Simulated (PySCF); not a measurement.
C₃H₆BFO₂, SMILES OB(O)C1(F)CC1.

Coordinates come from a B3LYP-D3(BJ)/def2-SVP optimisation. This is a generated structure with no PubChem entry under its InChIKey; it may be hypothetical. Other conformers were not sampled.

These are ωB97X/def2-TZVP (PySCF) values and carry that method's errors.

The molecule is in vacuum.

```json
{
 "total_energy": "-393.22667 hartree",
 "point_group": "Cs",
 "highest_occupied_level": "-10.58 eV",
 "lowest_empty_level": "2.89 eV",
 "orbital_gap": "13.48 eV",
 "dipole_moment": "0.55 D",
 "quadrupole, principal values (traceless, Buckingham form, about the centre of nuclear charge)": "-2.34, -0.40, 2.74 D·Å",
 "mean_static_polarisability": "53.5 bohr³ (7.92 Å³)",
 "polarisability_principal_values": "47.3, 53.3, 59.8 bohr³"
}
```
